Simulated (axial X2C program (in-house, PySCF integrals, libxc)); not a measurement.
# Low determinants of CoSi⁺ at the PBE0 level, with spin–orbit coupling

All values were computed with an in-house relativistic program for diatomic molecules. Two-component (2c) means X2C with spin–orbit coupling and atomic mean-field two-electron Coulomb and Gaunt terms. Basis: Co dyall-cv3z [9s10p6d3f2g], Si dyall-v3z [8s7p2d1f] (cores contracted in-house); Gaussian nuclei, density fitting, unrestricted open shells. Masses: Co 58.933 u, Si 27.977 u.

Search at 2.212 Å (vertical energies from the lowest determinant):

```json
{"ΔE (eV)": "0.00", "state": "Ω = 3", "electrons beyond evenly filled partner blocks": "ω = 1/2, ω = 5/2", "electrons in ±ω = 1/2, 3/2, 5/2, 7/2": "29 10 1 0"}
{"ΔE (eV)": "0.12", "state": "Ω = 1", "electrons beyond evenly filled partner blocks": "ω = -1/2, ω = 3/2", "electrons in ±ω = 1/2, 3/2, 5/2, 7/2": "29 9 2 0"}
{"ΔE (eV)": "0.57", "state": "Ω = 4", "electrons beyond evenly filled partner blocks": "ω = 3/2, ω = 5/2", "electrons in ±ω = 1/2, 3/2, 5/2, 7/2": "30 9 1 0"}
{"ΔE (eV)": "0.70", "state": "Ω = 1", "electrons beyond evenly filled partner blocks": "ω = -3/2, ω = 5/2", "electrons in ±ω = 1/2, 3/2, 5/2, 7/2": "30 9 1 0"}
{"ΔE (eV)": "0.72", "state": "Ω = 2", "electrons beyond evenly filled partner blocks": "ω = 1/2, ω = 3/2", "electrons in ±ω = 1/2, 3/2, 5/2, 7/2": "29 9 2 0"}
{"ΔE (eV)": "0.81", "state": "Ω = 2", "electrons beyond evenly filled partner blocks": "ω = -1/2, ω = 5/2", "electrons in ±ω = 1/2, 3/2, 5/2, 7/2": "29 10 1 0"}
{"ΔE (eV)": "0.91", "state": "Ω = 5", "electrons beyond evenly filled partner blocks": "2 × ω = 1/2, ω = 3/2, ω = 5/2", "electrons in ±ω = 1/2, 3/2, 5/2, 7/2": "28 11 1 0"}
```

Lowest determinant, Ω = 3 (⟨Sz⟩ = 1.00, ⟨Lz⟩ = 2.00 at PBE0): Re = 2.209 Å, ωe = 374.5 cm⁻¹.

The determinant in row 2 of the search, Ω = 1 (⟨Sz⟩ = -1.00, ⟨Lz⟩ = 2.00 at PBE0), was followed along the bond at PBE0; measured from the minimum of the lowest determinant it gives:

Te = 0.120 eV (970 cm⁻¹), Re = 2.209 Å, ωe = 374.7 cm⁻¹.

**Question.** Compare the bond of the determinant in row 2 with that of the lowest one.

**Answer.** At PBE0 its Re is the same within 0.001 Å and its force constant, which goes as ωe², is 1.00 times that of the lowest determinant. T0 ≈ Te + Δωe/2 = 970 + (0) = 970 cm⁻¹.

The search compares states at one distance, so a state with another bond length can lie lower; it is not exhaustive and yields mostly the lowest determinant of each block pattern, so other components and higher states of one pattern are missing. These are energies of single determinants, not of spin-adapted states; PBE0 term energies can be off by some tenths of an eV, and the functional has no current term. Open-shell Ω = 0 determinants with evenly filled partner blocks cannot be reached by this program, so the Ω shown need not be the lowest component.
